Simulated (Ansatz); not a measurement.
The same path of Cl₂F₂H₂HfS (8 atoms, charge 0, multiplicity 1) was run 3 times with different band settings. Lost on the way: S6–H8. Made: Cl2–H8.

Method: Ansatz 0.2.0, RKS B3LYP/def2-SVP.

Relaxed end points:

```xyz
8
Properties=species:S:1:pos:R:3
Hf -0.114 -0.048 0.038
Cl -0.719 0.145 2.329
F 1.759 0.082 -0.346
F -0.668 1.648 -0.623
Cl -1.449 -1.489 -1.302
S 1.032 -2.703 0.834
H 0.024 -3.216 1.578
H 1.750 -2.338 1.923
```

```xyz
8
Properties=species:S:1:pos:R:3
Hf 0.282 -0.566 -0.164
Cl -0.896 -0.244 2.636
F 1.207 -0.675 -1.820
F 0.442 1.277 0.331
Cl -1.900 -1.328 -0.715
S 1.595 -2.163 1.189
H 2.135 -2.754 0.094
H -1.250 -1.467 2.878
```

Common settings: optimiser quadratic models (default); start path through a guess of the saddle point; force threshold 0.05 eV/Å; iteration limit 60; end points relaxed.

| run | movable images | climbing image | spring |
| --- | --- | --- | --- |
| 1 | 5 | yes | 5.0 eV/Å² |
| 2 | 8 | no | 5.0 eV/Å² |
| 3 | 5 | yes | 0.1 eV/Å² |

**Question.** What does each run give, and how far can it be trusted?

**Answer.** Run 1: converged after 15 iterations, highest image 1.101 eV above the first end. A vibrational analysis at the climbing image gives one clearly imaginary mode, 244i cm⁻¹: a first-order saddle point.
Run 2: converged after 16 iterations, highest image 1.111 eV above the first end. No image climbed, so the highest image needn't sit at the top of the path.
Run 3: converged after 14 iterations, highest image 1.101 eV above the first end. Another band between the same ends (5 images) ends at a top of the same energy, where a vibrational analysis finds 1 clearly imaginary mode.
The orbitals stay closed-shell, which can raise the energy where a bond breaks towards radicals; this wasn't checked here.
